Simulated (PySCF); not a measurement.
Species: phenyl isothiocyanate, C₇H₅NS.
Numbering: `[S:1]=[C:2]=[N:3][c:4]1[cH:5][cH:6][cH:7][cH:8][cH:9]1` (hydrogens: H10 on C5; H11 on C6; H12 on C7; H13 on C8; H14 on C9)

Geometry (PBE0-D3(BJ)/def2-SVP, Å), atoms numbered from 1 in this order:
```
atom  x, y, z in Å
S1     4.833   -0.619    0.066
C2     3.267   -0.815    0.015
N3     2.095   -1.011   -0.011
C4     0.742   -0.856   -0.139
C5    -0.109   -1.948    0.084
C6    -1.484   -1.788   -0.048
C7    -2.022   -0.551   -0.401
C8    -1.174    0.535   -0.623
C9     0.203    0.391   -0.495
H10    0.325   -2.910    0.360
H11   -2.143   -2.642    0.128
H12   -3.102   -0.431   -0.503
H13   -1.588    1.507   -0.900
H14    0.876    1.233   -0.666
```

Computed at PBE0/pcSseg-1 (PySCF, non-relativistic), with Q(33S) = −0.0678 b, Q(14N) = 0.02044 b: S1, 33S (I = 3/2): χzz = -31.71 MHz, η = 0.010; N3, 14N (I = 1): χzz = 2.283 MHz, η = 0.364.

(1) Find the zero-field quadrupole resonance frequencies of 33S at S1.

(2) Find the zero-field quadrupole resonance frequencies of 14N at N3.

## Answers

(1) From ν = (|χ|/2)√(1 + η²/3): ν = 15.85 MHz (sulfur bonded to C).

(2) From ν± = (3/4)|χ|(1 ± η/3) and ν0 = |χ|η/2: ν+ 1.920 MHz, ν− 1.504 MHz, ν0 0.416 MHz (isothiocyanate nitrogen).

In a crystal, neighbours and librations shift these lines. One conformer (not necessarily the lowest) at the PBE0-D3(BJ)/def2-SVP geometry, without solvent, vibrations or thermal averaging. These gradients aren't converged with respect to the basis.
